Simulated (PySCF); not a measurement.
From one molecule to another.

First species: C3H12Si3.
Atom-mapped SMILES: `[CH2:1]=[CH:2][SiH2:3][CH:4]([SiH3:5])[SiH3:6]` (hydrogens: H7, H8 on C1; H9 on C2; H10, H11 on Si3; H12 on C4; H13, H14, H15 on Si5; H16, H17, H18 on Si6)

Second species: C4H10FNSi.
Z-matrix (Å and degrees, GFN2-xTB geometry), rows numbered from 1:
```
F 
C   1  1.3918
Si  2  1.9230  1  110.02
C   2  1.5121  1  109.77  3   116.31
C   4  1.5359  2  116.70  1   154.84
C   5  1.5330  4   86.88  2   122.31
N   6  1.4643  5   89.62  4   -11.17
H   2  1.0940  1  104.90  3  -123.99
H   3  1.4551  2  110.14  1    46.84
H   3  1.4585  2  109.83  1   175.73
H   3  1.4733  2  104.43  1   -69.12
H   4  1.0963  2  111.21  1    21.98
H   5  1.0869  4  116.17  2  -119.87
H   5  1.0868  4  112.81  2     8.04
H   6  1.0915  5  116.60  4  -126.47
H   6  1.0941  5  113.34  4   105.49
H   7  1.0134  4  117.38  2   108.54
```

Levels: CAM-B3LYP/def2-SVPD for dipole moment, HOMO energy, LUMO energy, HOMO–LUMO gap, static isotropic polarisability and electronic spatial extent ⟨r²⟩ about the centre of nuclear charge; TDDFT CAM-B3LYP/def2-SVPD for lowest singlet excitation; TDA CAM-B3LYP/def2-SVPD for lowest triplet excitation (Tamm–Dancoff); GFN2-xTB for rotational constant A and rotational constant C. Geometries: GFN2-xTB. All species are isolated and taken at one optimised geometry, non-relativistic unless stated; the electronic structure was computed with PySCF and density fitting.

The conformers computed, where there is a choice (atom-mapped SMILES and torsion angles):
- `[CH2:1]=[CH:2][SiH2:3][CH:4]([SiH3:5])[SiH3:6]`: C1–C2–Si3–C4 109°, C2–Si3–C4–Si5 175°
- `[F:1][C@@H:2]([SiH3:3])[C@H:4]1[CH2:5][CH2:6][NH:7]1`: F1–C2–C4–C5 155°

```
                                                         property    column X   column Y
                                                    dipole moment      0.93 D     3.38 D
                                                      HOMO energy    -9.24 eV   -8.44 eV
                                                      LUMO energy     0.58 eV    1.15 eV
                                                    HOMO–LUMO gap     9.82 eV    9.59 eV
                                        lowest singlet excitation     6.64 eV    6.39 eV
                         lowest triplet excitation (Tamm–Dancoff)     4.35 eV    6.13 eV
                                  static isotropic polarisability    117.0 au    79.9 au
electronic spatial extent ⟨r²⟩ about the centre of nuclear charge  1516 bohr²  958 bohr²
                                            rotational constant A   2.542 GHz  3.206 GHz
                                            rotational constant C   0.798 GHz  1.356 GHz
```

Problem. Which column belongs to which species?

Solution. Column X is the first species and column Y the second. The first has 18 atoms and 72 electrons, the second 17 and 64.

Problem. How does each property change from the first species to the second?

Solution. dipole moment +2.45 D; HOMO energy +0.80 eV; LUMO energy +0.57 eV; HOMO–LUMO gap -0.23 eV; lowest singlet excitation -0.25 eV; lowest triplet excitation (Tamm–Dancoff) +1.78 eV; static isotropic polarisability -37.1 au; electronic spatial extent ⟨r²⟩ about the centre of nuclear charge -558 bohr²; rotational constant A +0.664 GHz; rotational constant C +0.558 GHz.

On the first: A dipole of 0.93 D is allowed in C1, and pure rotational transitions are dipole-allowed. The vertical singlet–triplet gap S1 − T1 is 2.29 eV (TDDFT singlet less Tamm–Dancoff triplet; S1: HOMO−1→LUMO, weight 0.59; T1: HOMO→LUMO, weight 0.65).

On the second: The vertical singlet–triplet gap S1 − T1 is 0.26 eV (TDDFT singlet less Tamm–Dancoff triplet; S1: HOMO→LUMO, weight 0.81; T1: HOMO→LUMO, weight 0.73).
